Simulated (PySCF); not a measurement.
# Frontier orbitals and the lowest excitations

H₉NSSi₃.
Geometry (GFN2-xTB, Å), atoms numbered from 1 in this order:
```
atom  x, y, z in Å
Si1   -1.2659    1.3580   -0.2673
N2    -0.3158   -0.0378    0.1986
Si3   -0.6428   -1.6393   -0.4168
Si4    1.1535    0.2618    1.0713
S5     2.7348    0.7924   -0.2811
H6    -1.6683    2.0278    0.9702
H7    -2.4139    0.8566   -1.0140
H8    -0.4601    2.2519   -1.1009
H9    -0.1775   -2.5916    0.5899
H10    0.0904   -1.8455   -1.6731
H11   -2.0811   -1.7463   -0.6280
H12    1.5346   -0.9550    1.7740
H13    1.0122    1.4262    1.9266
H14    2.4994   -0.1597   -1.1715
```

Computed with PySCF 2.14.0, density-fitted response routines, TDDFT wB97X-D/def2-SVPD, vertical, gas phase, core orbitals frozen in the response.

Frontier orbitals with the atoms that hold most of them (Löwdin shares over 4%, at most four atoms; ? is withheld):

```json
{"orbital": "LUMO+2", "ε (eV)": "1.84", "atoms": "Si3 23%, Si1 18%, Si4 15%, S5 9%"}
{"orbital": "LUMO+1", "ε (eV)": "1.65", "atoms": "S5 29%, Si4 15%, Si3 12%, H14 10%"}
{"orbital": "LUMO", "ε (eV)": "1.37", "atoms": "Si3 19%, Si1 17%, Si4 13%, S5 7%"}
{"orbital": "HOMO", "ε (eV)": "?", "atoms": "?"}
{"orbital": "HOMO-1", "ε (eV)": "-9.57", "atoms": "?"}
{"orbital": "HOMO-2", "ε (eV)": "-11.19", "atoms": "S5 44%, Si4 13%, Si3 8%, N2 7%"}
{"orbital": "HOMO-3", "ε (eV)": "-11.54", "atoms": "Si1 24%, H7 17%, Si3 16%, H9 9%"}
```

Q: Which atoms hold the HOMO-1, and with what shares?

A: N2 (bonded to 3 Si) 35%; S5 (bonded to Si and H) 25%; Si4 (bonded to N, S and 2 H) 8%; Si1 (bonded to N and 3 H) 7%. By element: nitrogen 35%, sulfur 25%, silicon 15% or more.

Q: Which atoms hold the HOMO, and with what shares?

A: S5 (bonded to Si and H) 65%; N2 (bonded to 3 Si) 13%; Si4 (bonded to N, S and 2 H) 7%; H14 (bonded to S) 5%.

Q: What is the HOMO energy, and the HOMO–LUMO gap?

A: ε(HOMO) = -9.18 eV; the gap is 10.55 eV (0.3875 hartree).

Q: The HOMO–LUMO gap is 10.55 eV. Where does the response calculation put the lowest singlet, and from which orbitals?

A: S1 is at 6.23 eV (f = 0.013), 4.31 eV below the gap, made of HOMO→LUMO+1 (48%), HOMO→LUMO+2 (8%). Its leading pair isn't HOMO and LUMO; the energies of that pair differ by 10.83 eV. Without the coupling terms of the response equations the lowest excitation would equal the gap.

Next come S2 at 6.34 eV (f 0.013), HOMO→LUMO (51%), HOMO-1→LUMO (33%); S3 at 6.55 eV (f 0.030), HOMO-1→LUMO (28%), HOMO→LUMO+1 (22%), HOMO→LUMO+2 (19%); S4 at 6.77 eV (f 0.0024), HOMO-1→LUMO (28%), HOMO→LUMO (16%), HOMO→LUMO+1 (14%); S5 at 6.90 eV (f 0.028), HOMO-1→LUMO+1 (53%), HOMO→LUMO+3 (20%), HOMO-1→LUMO+2 (9%).

One conformer stands for the species.
